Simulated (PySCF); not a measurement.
# Computed records: B2ClH2O, B2H5O2, AlBH3O2, BClH4OSi

Computed with PySCF 2.14.0. Calculation on a computer-drawn molecule: the log of a Hartree-Fock and frozen-core CCSD(T) single point meant for a local Hartree-Fock minimum, with one planted fault or none, to be diagnosed. Offsets are logged minus clean, where the clean run is the same molecule without the fault. The reference is restricted for singlets and unrestricted otherwise, and also for a bond in bohr or an excited solution. Adding or removing an electron swaps singlet and doublet. The excited solution moves the top pair (singlet) or top alpha electron (doublet) to the lowest empty orbital. Highest occupied and lowest empty are orbital energies over both spins, largest force is the largest gradient component, triples share is (T) over the correlation energy, the T1 limit is 0.02 restricted and 0.045 unrestricted, electrons count all cores, a negative frequency is imaginary (commonest isotopes), and the dipole is about the centre of nuclear charge.

Common to all runs: logged SCF converged yes; logged CC converged yes; logged SCF stable within its kind yes; possible faults no fault, one electron removed, one electron added, multiplicity raised by two, geometry at a saddle point, SCF held on an excited solution, minimal basis STO-3G, one bond length entered in bohr, all coordinates scaled.

```json
{"entry": 1, "formula": "B2ClH2O", "logged_structure": {"atoms_angstrom": [["O", -0.1289, -0.2146, 1.0573], ["B", 1.0709, -0.1817, 0.5322], ["B", 1.64, 1.1384, -0.5051], ["Cl", 2.271, 2.2793, -1.4602], ["H", -0.7703, 0.4679, 0.915], ["H", 1.8818, -1.0326, 0.7046]]}, "given": {"meant_charge": 1, "meant_multiplicity": 1, "meant_basis": "cc-pV(D+d)Z", "logged_electrons": 36, "logged_basis_functions": 75, "logged_spin_squared": 0.0, "logged_highest_occupied [eV]": -18.421, "logged_lowest_empty [eV]": -5.4127, "logged_largest_force [hartree/bohr]": 3.1865e-05, "logged_lowest_frequency [cm^-1]": 151.58, "logged_T1_diagnostic": 0.019661, "logged_D1_diagnostic": 0.063001, "logged_triples_share": 0.030726, "logged_dipole_magnitude [debye]": 1.3926, "logged_energy_HF [hartree]": -584.67669, "logged_energy_CCSD(T) [hartree]": -585.18902, "drawn_bonds_atom": [1, 2, 3, 1, 2], "drawn_bonds_other_atom": [2, 3, 4, 5, 6], "drawn_bonds_order": [1, 1, 1, 1, 1]}, "results": {"planted_fault": "no fault", "HF_energy_offset_from_clean_run [kcal/mol]": 0.0, "CCSD(T)_energy_offset_from_clean_run [kcal/mol]": 0.0}}
{"entry": 2, "formula": "B2H5O2", "logged_structure": {"atoms_angstrom": [["O", -0.367, 2.8698, 0.3442], ["B", -0.1135, 2.1961, -0.8578], ["B", -0.0774, 0.4828, -1.0274], ["O", -0.2095, -0.2986, 0.2584], ["H", -0.3812, 3.8038, 0.2363], ["H", 0.0424, 2.9752, -1.8064], ["H", 0.977, 0.1541, -1.6252], ["H", -1.0224, 0.2164, -1.8335], ["H", -0.783, 0.7887, 1.5406]]}, "given": {"meant_charge": -1, "meant_multiplicity": 1, "meant_basis": "aug-cc-pVDZ", "logged_electrons": 32, "logged_basis_functions": 137, "logged_spin_squared": 0.8467, "logged_highest_occupied [eV]": -4.3394, "logged_lowest_empty [eV]": 3.5139, "logged_largest_force [hartree/bohr]": 0.0086178, "logged_T1_diagnostic": 0.050418, "logged_D1_diagnostic": 0.25843, "logged_triples_share": 0.038334, "logged_dipole_magnitude [debye]": 5.3965, "logged_energy_HF [hartree]": -201.96208, "logged_energy_CCSD(T) [hartree]": -202.6188, "drawn_bonds_atom": [1, 2, 3, 1, 2, 3, 3, 4], "drawn_bonds_other_atom": [2, 3, 4, 5, 6, 7, 8, 9], "drawn_bonds_order": [1, 1, 1, 1, 1, 1, 1, 1]}, "results": {"planted_fault": "one bond length entered in bohr, row 8 of the drawn bonds", "HF_energy_offset_from_clean_run [kcal/mol]": 73.39, "CCSD(T)_energy_offset_from_clean_run [kcal/mol]": 82.31}, "notes": ["T1 above single-reference limit"]}
{"entry": 3, "formula": "AlBH3O2", "logged_structure": {"atoms_angstrom": [["O", -1.8366, 1.3037, -0.5956], ["B", -1.8873, -0.0393, -0.8094], ["O", -1.3929, -0.8702, 0.1219], ["Al", -0.8607, -1.344, 1.6619], ["H", -2.2015, 1.8068, -1.306], ["H", -2.368, -0.4769, -1.825], ["H", 0.613, -1.9411, 1.7449]]}, "given": {"meant_charge": 0, "meant_multiplicity": 2, "meant_basis": "cc-pV(D+d)Z", "logged_electrons": 38, "logged_basis_functions": 80, "logged_spin_squared": 0.0, "logged_highest_occupied [eV]": -0.10579, "logged_lowest_empty [eV]": 6.9815, "logged_largest_force [hartree/bohr]": 0.062898, "logged_T1_diagnostic": 0.01744, "logged_D1_diagnostic": 0.059006, "logged_triples_share": 0.024578, "logged_dipole_magnitude [debye]": 9.3215, "logged_energy_HF [hartree]": -418.18995, "logged_energy_CCSD(T) [hartree]": -418.7584, "drawn_bonds_atom": [1, 2, 3, 1, 2, 4], "drawn_bonds_other_atom": [2, 3, 4, 5, 6, 7], "drawn_bonds_order": [1, 1, 1, 1, 1, 1]}, "results": {"planted_fault": "one electron added", "HF_energy_offset_from_clean_run [kcal/mol]": 14.11, "CCSD(T)_energy_offset_from_clean_run [kcal/mol]": -7.164}}
{"entry": 4, "formula": "BClH4OSi", "logged_structure": {"atoms_angstrom": [["O", -0.901, -0.0604, -3.1311], ["B", -1.1581, -0.7266, -1.9907], ["Si", -2.3055, 0.026, -0.4658], ["Cl", -3.9585, -1.2277, -0.2266], ["H", -1.2906, 0.7982, -3.2011], ["H", -0.6764, -1.8226, -1.9001], ["H", -2.8316, 1.3831, -0.7437], ["H", -1.5889, 0.0515, 0.8259]]}, "given": {"meant_charge": 0, "meant_multiplicity": 1, "meant_basis": "cc-pV(D+d)Z", "logged_electrons": 48, "logged_basis_functions": 94, "logged_spin_squared": 0.0, "logged_highest_occupied [eV]": -10.892, "logged_lowest_empty [eV]": 2.0556, "logged_largest_force [hartree/bohr]": 1.3393e-05, "logged_lowest_frequency [cm^-1]": 44.398, "logged_T1_diagnostic": 0.013911, "logged_D1_diagnostic": 0.053584, "logged_triples_share": 0.024327, "logged_dipole_magnitude [debye]": 2.5034, "logged_energy_HF [hartree]": -850.40694, "logged_energy_CCSD(T) [hartree]": -850.97258, "drawn_bonds_atom": [1, 2, 3, 1, 2, 3, 3], "drawn_bonds_other_atom": [2, 3, 4, 5, 6, 7, 8], "drawn_bonds_order": [1, 1, 1, 1, 1, 1, 1]}, "results": {"planted_fault": "no fault", "HF_energy_offset_from_clean_run [kcal/mol]": 0.0, "CCSD(T)_energy_offset_from_clean_run [kcal/mol]": 0.0}}
```
